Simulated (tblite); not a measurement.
C6H5ClO2S.
SMILES with atom numbers: `[CH3:1][S:2][c:3]1[cH:4][cH:5][o:6][c:7]1[C:8](=[O:9])[Cl:10]` (hydrogens: H11, H12, H13 on C1; H14 on C4; H15 on C5)

Geometry (GFN2-xTB, Å), atoms numbered from 1 in this order:
```
atom  x, y, z in Å
C1     2.6351   -0.4493    0.2453
S2     1.0687   -1.3839    0.2449
C3    -0.0618   -0.1034    0.0097
C4     0.1307    1.2912   -0.1403
C5    -1.1169    1.8231   -0.2954
O6    -2.0636    0.8915   -0.2564
C7    -1.4412   -0.2981   -0.0703
C8    -2.1213   -1.5493    0.0204
O9    -1.6108   -2.6195    0.1824
Cl10  -3.8767   -1.3898   -0.1363
H11    2.6419    0.2582    1.0678
H12    3.4208   -1.1841    0.3848
H13    2.7645    0.0536   -0.7073
H14    1.0559    1.8281   -0.1348
H15   -1.4299    2.8398   -0.4364
```

All values are computed: GFN2-xTB (tblite) harmonic vibrations without scaling, gas phase. This tight-binding method is rough: wavenumbers can miss measured ones by several per cent, in bad cases by 10 to 20. One conformer, not necessarily the lowest.

Harmonic wavenumbers (cm⁻¹): 46.6, 74.8, 90.4, 147.6, 187.8, 192.7, 222.6, 252.8, 376.4, 441.8, 466.2, 554.6, 588.3, 594.6, 648.5, 721.8, 794.3, 799.9, 813.7, 879.7, 932.1, 947.4, 1011.9, 1091.7, 1147.0, 1223.2, 1287.8, 1309.1, 1385.8, 1421.6, 1444.4, 1448.2, 1512.8, 1751.1, 3039.8, 3049.4, 3068.2, 3162.6, 3199.4.

A = 1784, B = 701.1, C = 504.9 MHz; mass 175.970 u (most abundant isotopes); point group Cs, symmetry number 1.

**Question.** What is the zero-point energy?

**Answer.** ½Σν̃ = 21164 cm⁻¹ = 253.18 kJ/mol.

**Question.** Entropy at 298.15 K, 1 bar (ideal gas, RRHO, classical rotation)?

**Answer.** Translation 173.34, rotation 128.07, vibration 123.67: S = 425.1 J/(mol K).

**Question.** And Cp and H(298.15 K) − H(0)?

**Answer.** Cp = 156.64 J/(mol K), of which vibrations give 123.38 (their classical limit is 39 R = 324.3); H(298.15 K) − H(0) = 29.17 kJ/mol without the zero-point energy, 19.26 from vibrations.

**Question.** Which modes carry the vibrational entropy at 298.15 K?

**Answer.** 46.6 cm⁻¹: 20.74; 74.8 cm⁻¹: 16.83; 90.4 cm⁻¹: 15.28; 147.6 cm⁻¹: 11.31; 187.8 cm⁻¹: 9.41; 192.7 cm⁻¹: 9.21 J/(mol K); the other 33 give 40.89 together.

**Question.** What must be added to the electronic energy to get the Gibbs energy at 298.15 K and 1 bar?

**Answer.** ZPE + [H(298.15 K) − H(0)] − T·S = 253.18 + 29.17 − 126.74 = 155.61 kJ/mol.

**Question.** Blend soft modes into free rotors: weight 1/[1 + (100 cm⁻¹/ν̃)⁴] for the oscillator and the rest for a rotor with moment μB/(μ + B), μ = h/(8π²ν), B = 10⁻⁴⁴ kg m². What vibrational entropy results?

**Answer.** 113.65 J/(mol K) in place of 123.67, which changes −T·S at 298.15 K by +2.99 kJ/mol.

**Question.** How do the functions run with temperature in this model?

**Answer.** 
```csv
T (K),S (J/(mol K)),Cp (J/(mol K)),H − H(0) (kJ/mol),G − H(0) (kJ/mol),ln q(vib)
100,302.4,80.6,5.57,-24.67,1.79
200,370.3,119.6,15.60,-58.47,4.51
300,426.1,157.3,29.46,-98.35,7.15
500,521.5,217.5,67.36,-193.41,12.20
800,636.3,269.4,141.25,-367.82,19.10
1000,698.8,290.1,197.32,-501.49,23.22
```

q(vib) and H(0) count from the zero-point level.

Hindered rotation and anharmonicity are outside this model. Other conformers, if any are populated, would add a mixing term that is left out.
